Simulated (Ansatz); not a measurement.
Ansatz (a quantum-chemistry and plane-wave program) input (HF/STO-3G):

Ansatz 0.2 input:
```yaml
crystal:
  periodic: [false, false, false]
  atoms:
    - {symbol: Ga, position_ang: [-0.00000000, -0.00000000, 0.00000000]}
    - {symbol: F, position_ang: [-1.47532100, -0.91056700, 0.00813000]}
    - {symbol: F, position_ang: [0.01675000, 1.61779300, -0.62308600]}
    - {symbol: F, position_ang: [1.45857100, -0.70722600, 0.61495600]}
basis:
  gaussian:
    orbitals: STO-3G
hamiltonian:
  xc: {name: HF}
relax: {f_tol: 0.003, max_steps: 120}
```

From the output:

```
relax step   4: F+E_penalty+E_count = -59729.75835382 eV  Δ(F+E_penalty+E_count) = -6.842e-2 eV  max|allowed force component| = 1.209e-1 eV/Å  Δτ_max = 0.0371 Å  (26 SCF iters, accepted)
these checks for a lower state are left out or cut short: starts, cluster_reference, orbital_swaps, neighbouring_geometries, increment
integrals: 0.00 GiB planned
410 factors; integrals over basis functions are off by at most 1.7e-5 eV
mean field: 0.07 GiB planned
mean field -59729.75903420 eV, -2195.0281582221 hartree, gradient 1.2e-5 eV, S^2 0.000000; 0 other end points of the search recorded, 0 dependent functions left out
the calculation of the forces begins
reference -59729.75903420 eV, -2195.0281582221 hartree; 29, 29 occupied and 4, 4 virtual orbitals, 410 factors
relax step   5: F+E_penalty+E_count = -59729.75903420 eV  Δ(F+E_penalty+E_count) = -6.804e-4 eV  max|allowed force component| = 3.215e-3 eV/Å  Δτ_max = 0.0036 Å  (27 SCF iters, accepted)
these checks for a lower state are left out or cut short: starts, cluster_reference, orbital_swaps, neighbouring_geometries, increment
integrals: 0.00 GiB planned
410 factors; integrals over basis functions are off by at most 1.7e-5 eV
mean field: 0.07 GiB planned
mean field -59729.75903467 eV, -2195.0281582394 hartree, gradient 1.2e-5 eV, S^2 0.000000; 0 other end points of the search recorded, 0 dependent functions left out
the calculation of the forces begins
reference -59729.75903467 eV, -2195.0281582394 hartree; 29, 29 occupied and 4, 4 virtual orbitals, 410 factors
relax step   6: F+E_penalty+E_count = -59729.75903467 eV  Δ(F+E_penalty+E_count) = -4.721e-7 eV  max|allowed force component| = 1.409e-4 eV/Å  Δτ_max = 0.0001 Å  (28 SCF iters, accepted)
integrals: 0.00 GiB planned
410 factors; integrals over basis functions are off by at most 1.7e-5 eV
mean field: 0.07 GiB planned
mean field evaluation 64: about -59729.6227 eV, gradient 5.8e0 eV
mean field -59729.75903467 eV, -2195.0281582394 hartree, gradient 1.2e-5 eV, S^2 0.000000; 1 other end points of the search recorded, 0 dependent functions left out
the calculation of the forces begins
reference -59729.75903467 eV, -2195.0281582394 hartree; 29, 29 occupied and 4, 4 virtual orbitals, 410 factors
Total energy: -59729.75903467 eV, -2195.0281582394 hartree
Atom 0 at    -0.000000     0.000001     0.000001 Å, force    -0.000000    -0.000000     0.000000 eV/Å
Atom 1 at    -1.357590    -0.837903     0.007481 Å, force     0.000129     0.000079    -0.000001 eV/Å
Atom 2 at     0.015413     1.488692    -0.573364 Å, force    -0.000001    -0.000141     0.000054 eV/Å
Atom 3 at     1.342177    -0.650789     0.565882 Å, force    -0.000127     0.000062    -0.000054 eV/Å
Dipole moment:    -0.000000    -0.000000     0.000000 e Å
```

The geometry given is a B3LYP-D3(BJ)/def2-TZVP minimum.
